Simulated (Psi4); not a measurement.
H5O4Si (SMILES O[Si](O)(O)[OH2+]), charge +1, singlet, geometry from GFN2-xTB; Psi4 1.11 with CCSD(T)/STO-3G.

The Psi4 input:
```
memory 2 GB

molecule mol {
1 1
  O     0.423008   -0.342152    1.572563
  Si    0.208667   -0.065629    0.027290
  O     0.058465   -1.246489   -1.026969
  O     0.885746    1.282936   -0.460609
  O    -1.568572    0.387165   -0.104151
  H     0.192993   -1.120500    2.077808
  H     0.747712   -1.735322   -1.470755
  H     1.589406    1.768075   -0.033920
  H    -1.818238    1.301810    0.090823
  H    -2.022387    0.053068   -0.892687
}

set basis sto-3g
set reference rhf
set freeze_core true
set mp2_type conv
set scf_type pk
set puream true
set d_convergence 1e-8

energy('ccsd(t)')
print_variables()
```

What the program printed (banner, timings and long lists left out):

```
   => Loading Basis Set <=

    Name: STO-3G
    Role: ORBITAL
    Keyword: BASIS

         ---------------------------------------------------------
                                   SCF
               by Justin Turney, Rob Parrish, Andy Simmonett
                          and Daniel G. A. Smith
                              RHF Reference
         ---------------------------------------------------------

  ==> Geometry <==

    Molecular point group: c1
    Full point group: C1

    Geometry (in Angstrom), charge = 1, multiplicity = 1:

       Center              X                  Y                   Z               Mass
    ------------   -----------------  -----------------  -----------------  -----------------
         O            0.409641754532    -0.339430945043     1.570228763118    15.994914619570
         SI           0.195300754532    -0.062907945043     0.024955763118    27.976926534650
         O            0.045098754532    -1.243767945043    -1.029303236882    15.994914619570
         O            0.872379754532     1.285657054957    -0.462943236882    15.994914619570
         O           -1.581938245468     0.389886054957    -0.106485236882    15.994914619570
         H            0.179626754532    -1.117778945043     2.075473763118     1.007825032230
         H            0.734345754532    -1.732600945043    -1.473089236882     1.007825032230
         H            1.576039754532     1.770796054957    -0.036254236882     1.007825032230
         H           -1.831604245468     1.304531054957     0.088488763118     1.007825032230
         H           -2.035753245468     0.055789054957    -0.895021236882     1.007825032230

  Running in c1 symmetry.

  Rotational constants: A =      0.13648  B =      0.12485  C =      0.12139 [cm^-1]
  Rotational constants: A =   4091.50512  B =   3743.04765  C =   3639.09017 [MHz]
  Nuclear repulsion =  280.118691580453401

  Charge       = 1
  Multiplicity = 1
  Electrons    = 50
  Nalpha       = 25
  Nbeta        = 25

  ==> Algorithm <==

  SCF Algorithm Type is PK.
  DIIS enabled.
  MOM disabled.
  Fractional occupation disabled.
  Guess Type is SAD.
  Energy threshold   = 1.00e-08
  Density threshold  = 1.00e-08
  Integral threshold = 1.00e-12

  ==> Primary Basis <==

  Basis Set: STO-3G
    Blend: STO-3G
    Number of shells: 22
    Number of basis functions: 34
    Number of Cartesian functions: 34
    Spherical Harmonics?: true
    Max angular momentum: 1

  ==> Integral Setup <==

  Using in-core PK algorithm.
   Calculation information:
      Number of atoms:                  10
      Number of AO shells:              22
      Number of primitives:             66
      Number of atomic orbitals:        34
      Number of basis functions:        34

      Integral cutoff                 1.00e-12
      Number of threads:                 1

  Performing in-core PK
  Using 354620 doubles for integral storage.
  We computed 29574 shell quartets total.
  Whereas there are 32131 unique shell quartets.

  ==> DiskJK: Disk-Based J/K Matrices <==

    J tasked:                  Yes
    K tasked:                  Yes
    wK tasked:                  No
    Schwarz Cutoff:          1E-12

  Minimum eigenvalue in the overlap matrix is 3.1924217478E-01.
  Reciprocal condition number of the overlap matrix is 1.5386061604E-01.
    Using symmetric orthogonalization.

  ==> Pre-Iterations <==

  SCF Guess: Superposition of Atomic Densities via on-the-fly atomic UHF (no occupation information).

   -------------------------
    Irrep   Nso     Nmo
   -------------------------
     A         34      34
   -------------------------
    Total      34      34
   -------------------------

  ==> Iterations <==

                        Total Energy        Delta E     RMS |[F,P]|

   @RHF iter SAD:  -581.11497707332637   -5.81115e+02   0.00000e+00
   @RHF iter   1:  -583.66362856108481   -2.54865e+00   1.16440e-02 ADIIS/DIIS
   @RHF iter   2:  -583.77943212818172   -1.15804e-01   2.58018e-03 ADIIS/DIIS
   @RHF iter   3:  -583.78454222526420   -5.11010e-03   6.33063e-04 ADIIS/DIIS
   @RHF iter   4:  -583.78507790475271   -5.35679e-04   1.16967e-04 ADIIS/DIIS
   @RHF iter   5:  -583.78509958785321   -2.16831e-05   4.07076e-05 DIIS
   @RHF iter   6:  -583.78510314964615   -3.56179e-06   7.02611e-06 DIIS
   @RHF iter   7:  -583.78510325438901   -1.04743e-07   1.89815e-06 DIIS
   @RHF iter   8:  -583.78510326074775   -6.35873e-09   4.72820e-07 DIIS
   @RHF iter   9:  -583.78510326111120   -3.63457e-10   7.45819e-08 DIIS
   @RHF iter  10:  -583.78510326112121   -1.00044e-11   1.62234e-08 DIIS
   @RHF iter  11:  -583.78510326112109    1.13687e-13   4.28823e-09 DIIS
  Energy and wave function converged.

  ==> Post-Iterations <==

    Orbital Energies [Eh]
    ---------------------

    Doubly Occupied:

[...]
      25A     -0.571197

    Virtual:

[...]
    Final Occupation by Irrep:
              A
    DOCC [    25 ]
    NA   [    25 ]
    NB   [    25 ]

  @RHF Final Energy:  -583.78510326112109

   => Energetics <=

    Nuclear Repulsion Energy =            280.1186915804534010
    One-Electron Energy =               -1358.8740842686472661
    Two-Electron Energy =                 494.9702894270726574
    Total Energy =                       -583.7851032611210940

Computation Completed

Properties will be evaluated at   0.000000,   0.000000,   0.000000 [a0]

Properties computed using the SCF density matrix

 Multipole Moments:

 ------------------------------------------------------------------------------------
     Multipole            Electronic (a.u.)      Nuclear  (a.u.)        Total (a.u.)
 ------------------------------------------------------------------------------------

 L = 1.  Multiply by 2.5417464519 to convert [e a0] to [Debye]
 Dipole X            :          0.4376930           -1.2881857           -0.8504928
 Dipole Y            :         -0.1100550            0.2622539            0.1521990
[...]
	SCF energy                   =   -583.78510326112109
	One-electron energy          =   -329.28989613052278
	Two-electron energy          =    149.75323480639696
	Reference energy             =   -583.78510326112269

            **************************
            *                        *
            *        CCENERGY        *
            *                        *
            **************************

    Nuclear Rep. energy (wfn)     =  280.118691580453401
    SCF energy          (wfn)     = -583.785103261121094
    Reference energy    (file100) = -583.785103261122686

    Input parameters:
    -----------------
    Wave function   =     CCSD_T
    Reference wfn   =     RHF
    Brueckner       =     No
    Maxiter         =     50
    R_Convergence   =     1.0e-07
    E_Convergence   =     1.0e-06
    Restart         =     Yes
    DIIS            =     Yes
    AO Basis        =     NONE
    ABCD            =     NEW
    Cache Level     =     2
    Cache Type      =     LOW
    Print Level     =     1
    Num. of threads =     1
    # Amps to Print =     10
    Print MP2 Amps? =     No
    Analyze T2 Amps =     No
    Print Pair Ener =     No
    Local CC        =     No
    SCS-MP2         =     False
    SCSN-MP2        =     False
    SCS-CCSD        =     False

MP2 correlation energy -0.1756428442596480
                Solving CC Amplitude Equations
                ------------------------------
  Iter             Energy              RMS        T1Diag      D1Diag    New D1Diag    D2Diag
  ----     ---------------------    ---------   ----------  ----------  ----------   --------
     0        -0.175642844259648    0.000e+00    0.000000    0.000000    0.000000    0.102877
     1        -0.198223364888425    7.255e-02    0.009020    0.036915    0.036915    0.115190
     2        -0.210783998895301    2.415e-02    0.010573    0.042484    0.042484    0.124815
     3        -0.213523701957235    9.613e-03    0.012093    0.048630    0.048630    0.127260
     4        -0.213644274578465    2.356e-03    0.012395    0.049674    0.049674    0.127844
     5        -0.213647820381629    7.661e-04    0.012468    0.049856    0.049856    0.127922
     6        -0.213644050452466    2.421e-04    0.012490    0.049884    0.049884    0.127925
     7        -0.213641895131585    7.811e-05    0.012492    0.049870    0.049870    0.127925
     8        -0.213641790222867    2.959e-05    0.012492    0.049858    0.049858    0.127925
     9        -0.213642321929173    8.783e-06    0.012492    0.049855    0.049855    0.127926
    10        -0.213642352643987    3.170e-06    0.012492    0.049854    0.049854    0.127926
    11        -0.213642385097328    1.363e-06    0.012492    0.049854    0.049854    0.127926
    12        -0.213642346733280    4.575e-07    0.012492    0.049854    0.049854    0.127926
    13        -0.213642335323601    1.364e-07    0.012492    0.049854    0.049854    0.127926
    14        -0.213642334423687    4.336e-08    0.012492    0.049854    0.049854    0.127926

    Iterations converged.

    Largest TIA Amplitudes:
             10   1         0.0391460897
             13   0         0.0217383668
             11   4         0.0216681531
             12   3         0.0161982749
             12   0         0.0156793689
             11   0         0.0143286045
              9   0        -0.0120355635
             10   3        -0.0098472434
             11   1        -0.0090811477
             11   2         0.0087901525

    Largest TIjAb Amplitudes:
      4   4   5   5        -0.0592270017
     15  15   1   1        -0.0314217046
     14  14   1   1        -0.0269262404
      8   8   6   6        -0.0263753007
      0   4   0   5        -0.0227776739
      4   0   5   0        -0.0227776739
      7   7   6   6        -0.0226293992
     10  10   1   1        -0.0219160191
      5   5   2   2        -0.0216069971
      4   5   5   2        -0.0212159165

    SCF energy       (wfn)                    = -583.785103261121094
    Reference energy (file100)                = -583.785103261122686

    Opposite-spin MP2 correlation energy      =   -0.146037115205760
    Same-spin MP2 correlation energy          =   -0.029605729053888
    Singles MP2 correlation energy            =   -0.000000000000000
    MP2 correlation energy                    =   -0.175642844259648
      * MP2 total energy                      = -583.960746105382327

    Opposite-spin CCSD correlation energy     =   -0.185043545429227
    Same-spin CCSD correlation energy         =   -0.028598788994460
    Singles CCSD correlation energy           =    0.000000000000000
    CCSD correlation energy                   =   -0.213642334423687
      * CCSD total energy                     = -583.998745595546325

            **************************
            *                        *
            *        CCTRIPLES       *
            *                        *
            **************************

    Wave function   =    CCSD_T
    Reference wfn   =      RHF

    Nuclear Rep. energy (wfn)                =  280.118691580453401
    SCF energy          (wfn)                = -583.785103261121094
    Reference energy    (file100)            = -583.785103261122686
    CCSD energy         (file100)            =   -0.213642334423687
    Total CCSD energy   (file100)            = -583.998745595546325

    Number of ijk index combinations:              816
    Approx. words needed per explicit thread:            2916
    Number of threads for explicit ijk threading:    1

    MKL num_threads set to 1 for explicit threading.

    (T) energy                                =   -0.006465748772833
      * CCSD(T) total energy                  = -584.005211344319150

  Variable Map:
  ----------------------------------------------------------------------------
[...]
  Array Variable Map:
  ----------------------------------------------------------------------------
[...]
[...]
```
